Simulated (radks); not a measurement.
Sr5+, 33 electrons, occupied as [Ar] 3d10 4s2 4p3. Calculated with a radial shooting solver on a logarithmic mesh with Libxc functionals: scalar-relativistic Kohn-Sham, RPBE, spin-polarised, spherical densities, finite nucleus; open shells are filled with parallel spins first (spin-orbit coupling, left out, can overturn this in heavy ions); Fermi nuclear charge, rms radius 4.224 fm.

Normalised radial functions P(r) = r R(r), r in bohr:

| r | 3d down |
|---|---|
| 0.001952 | 0.0000 |
| 0.002865 | 0.0000 |
| 0.00424 | 0.0001 |
| 0.006225 | 0.0003 |
| 0.009213 | 0.0008 |
| 0.01353 | 0.0023 |
| 0.02002 | 0.0069 |
| 0.02939 | 0.0193 |
| 0.04349 | 0.0525 |
| 0.06386 | 0.1305 |
| 0.0945 | 0.3007 |
| 0.1387 | 0.5981 |
| 0.2053 | 1.0119 |
| 0.3015 | 1.3580 |
| 0.4461 | 1.3829 |
| 0.655 | 1.0044 |
| 0.9694 | 0.4703 |
| 1.423 | 0.1273 |
| 2.106 | 0.0148 |
| 3.092 | 0.0006 |
| 4.576 | 0.0000 |

3d down: eigenvalue -193.62 eV, 0 radial nodes, <r> = 0.494 bohr, 90 % of the charge inside 0.798 bohr.
